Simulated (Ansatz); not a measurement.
Molecule: C4H9O (charge 0, doublet). It need not be the lowest isomer of its formula. SMILES: [CH2]C(C)CO
Geometry from a B3LYP-D3(BJ)/def2-TZVP (Ansatz, a first-principles code) optimisation:
```xyz
14

C     -1.6272    -0.8747    -0.4395
C     -0.5735     0.0080     0.1269
C     -0.5365     1.3809    -0.5484
C      0.7890    -0.6817     0.0801
O      1.7196     0.1020     0.8221
H     -1.6222    -1.9399    -0.2472
H     -2.4831    -0.4570    -0.9512
H     -0.7846     0.1682     1.1982
H     -0.3195     1.2771    -1.6145
H      0.2322     2.0090    -0.1007
H     -1.4985     1.8866    -0.4483
H      0.7036    -1.6874     0.5096
H      1.1085    -0.7842    -0.9648
H      2.5958    -0.2835     0.7276
```
Charge 0, spin multiplicity 2.

Computed values are from Ansatz. Correlated levels leave the core frozen unless marked. UHF or UKS for open shells. No spin-orbit coupling. No relativistic terms. CBS(X,Y): correlation extrapolated as X^-3; Hartree-Fock from the larger set.

Task: What is the total energy at CCSD(T)/CBS(cc-pVTZ,cc-pVQZ)?

Result: -232.7163 Eh.

Task: What is the dipole moment at CCSD(T)/aug-cc-pVDZ?

Result: 1.27 D.

Task: What is the atomisation energy De at CCSD(T)/CBS(cc-pVTZ,cc-pVQZ)?

Result: 5395.4 kJ/mol.

Task: What is the T1 diagnostic at CCSD/cc-pVQZ?

Result: 0.011.
